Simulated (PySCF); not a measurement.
**Tc (technetium, neutral): B97-3 calculation**

Configuration: [Kr] 4d6 5s1, high-spin 6D determinant (an excited configuration). Calculation: PySCF 2.14, in aug-cc-pVTZ-DK (9s8p6d3f2g, 102 functions); the spin-free X2C one-electron Hamiltonian (Gaussian nucleus).

- Total energy: -4284.85 hartree
- One-electron energy: -5909.61 hartree
- Hartree (Coulomb) energy: 1754.28 hartree
- Exchange-correlation energy: -129.52 hartree
- ⟨S²⟩: 8.7539
- ⟨L²⟩: 6.015
- Sum of ⟨r⟩: 31.92 bohr
- Sum of ⟨r²⟩: 53.65 bohr²
- Traceless quadrupole moment −½Σ⟨3z² − r²⟩ along its main axis: 1.18 e·bohr²
- Langevin diamagnetic susceptibility: -42.5 ×10⁻⁶ cm³/mol

| shell | electrons | mean orbital energy (eV) | spread (eV) | rms radius, mean of both spins (bohr) |
| --- | --- | --- | --- | --- |
| 1s α | 1 | -20915.4 | 0 | 0.0394 |
| 1s β | 1 | -20915.4 | 0 | 0.0394 |
| 2s α | 1 | -3004.0 | 0 | 0.162 |
| 2s β | 1 | -3003.5 | 0 | 0.162 |
| 2p α | 3 | -2687.2 | 0.207 | 0.144 |
| 2p β | 3 | -2686.7 | 0.088 | 0.144 |
| 3s α | 1 | -529.54 | 0 | 0.443 |
| 3s β | 1 | -529.18 | 0 | 0.443 |
| 3p α | 3 | -424.68 | 0.421 | 0.448 |
| 3p β | 3 | -424.28 | 0.330 | 0.448 |
| 3d α | 5 | -255.03 | 0.498 | 0.436 |
| 3d β | 5 | -254.35 | 0.328 | 0.436 |
| 4s α | 1 | -75.881 | 0 | 1.13 |
| 4s β | 1 | -72.901 | 0 | 1.13 |
| 4p α | 3 | -46.824 | 1.045 | 1.27 |
| 4p β | 3 | -43.348 | 0.065 | 1.27 |
| 4d α | 5 | -6.676 | 1.145 | 2.02 |
| 5s α | 1 | -5.051 | 0 | 3.64 |
| 4d β | 1 | -4.253 | 0 | 2.02 |

Densities and radii are taken from the X2C orbitals without a picture-change correction, which distorts them close to the nucleus.
